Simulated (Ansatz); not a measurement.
```xyz
12

N     1.117   -1.666   -0.002
Si   -0.484   -1.184    0.328
F    -1.085   -1.762    1.706
Si   -0.442    1.156    0.436
N    -0.188    1.735   -1.142
F     0.751    1.518    1.465
H     1.889   -1.271    0.511
H     1.335   -2.585   -0.351
H    -1.336   -1.755   -0.745
H    -1.646    1.840    0.968
H     0.456    1.284   -1.771
H    -0.366    2.690   -1.403
```

Charge 0, multiplicity 1.

Problem. List the r2SCAN/def2-TZVPP orbital energies in eV (Ansatz 0.2.0). (An estimate is asked.)

Solution. The calculation gave: Occupied: -1791.72, -1791.72, -665.71, -665.68, -385.18, -385.11, -142.04, -142.03, -96.94, -96.94, -96.89, -96.88, -96.88, -96.86, -30.78, -30.76, -22.56, -22.48, -14.43, -13.47, -13.00, -12.82, -11.66, -11.58, -10.89, -10.75, -10.69, -10.32, -9.21, -8.90, -7.23, -7.00, -6.79. Lowest empty: -0.63, -0.39, 1.34, 1.46, 1.60, 2.17, 2.35, 2.65.
